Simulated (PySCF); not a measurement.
## Be (beryllium, neutral) across methods

[He] 2s1 2p1, high-spin 3P determinant (an excited configuration). Calculation: PySCF 2.14, in aug-cc-pCVTZ (7s6p4d2f, 59 functions); the non-relativistic Hamiltonian (point nucleus).

```json
{"method": "wB97M-V", "E (hartree)": "-14.5595", "mean ε 1s β (eV)": "-115.03", "mean ε 2s α (eV)": "-9.551", "mean ε 2p α (eV)": "-5.488", "Σ⟨r²⟩ (bohr²)": "19.48", "⟨S²⟩": "2.000"}
{"method": "UHF", "E (hartree)": "-14.51341", "mean ε 1s β (eV)": "-128.54", "mean ε 2s α (eV)": "-10.783", "mean ε 2p α (eV)": "-6.686", "Σ⟨r²⟩ (bohr²)": "18.30", "⟨S²⟩": "2.000"}
{"method": "wB97X", "E (hartree)": "-14.5754", "mean ε 1s β (eV)": "-114.32", "mean ε 2s α (eV)": "-9.982", "mean ε 2p α (eV)": "-6.125", "Σ⟨r²⟩ (bohr²)": "18.52", "⟨S²⟩": "2.000"}
{"method": "MN15", "E (hartree)": "-14.5562", "mean ε 1s β (eV)": "-111.81", "mean ε 2s α (eV)": "-7.802", "mean ε 2p α (eV)": "-3.655", "Σ⟨r²⟩ (bohr²)": "19.82", "⟨S²⟩": "2.000"}
{"method": "r2SCAN", "E (hartree)": "-14.5704", "mean ε 1s β (eV)": "-108.83", "mean ε 2s α (eV)": "-6.834", "mean ε 2p α (eV)": "-3.266", "Σ⟨r²⟩ (bohr²)": "18.37", "⟨S²⟩": "2.000"}
{"method": "LDA", "E (hartree)": "-14.3585", "mean ε 1s β (eV)": "-105.23", "mean ε 2s α (eV)": "-6.563", "mean ε 2p α (eV)": "-3.063", "Σ⟨r²⟩ (bohr²)": "18.98", "⟨S²⟩": "2.000"}
{"method": "PBE", "E (hartree)": "-14.5448", "mean ε 1s β (eV)": "-106.47", "mean ε 2s α (eV)": "-6.579", "mean ε 2p α (eV)": "-3.118", "Σ⟨r²⟩ (bohr²)": "18.64", "⟨S²⟩": "2.000"}
{"method": "HSE06", "E (hartree)": "-14.5548", "mean ε 1s β (eV)": "-111.75", "mean ε 2s α (eV)": "-7.284", "mean ε 2p α (eV)": "-3.670", "Σ⟨r²⟩ (bohr²)": "18.39", "⟨S²⟩": "2.000"}
{"method": "PBE0", "E (hartree)": "-14.5523", "mean ε 1s β (eV)": "-112.16", "mean ε 2s α (eV)": "-7.710", "mean ε 2p α (eV)": "-4.057", "Σ⟨r²⟩ (bohr²)": "18.40", "⟨S²⟩": "2.000"}
```
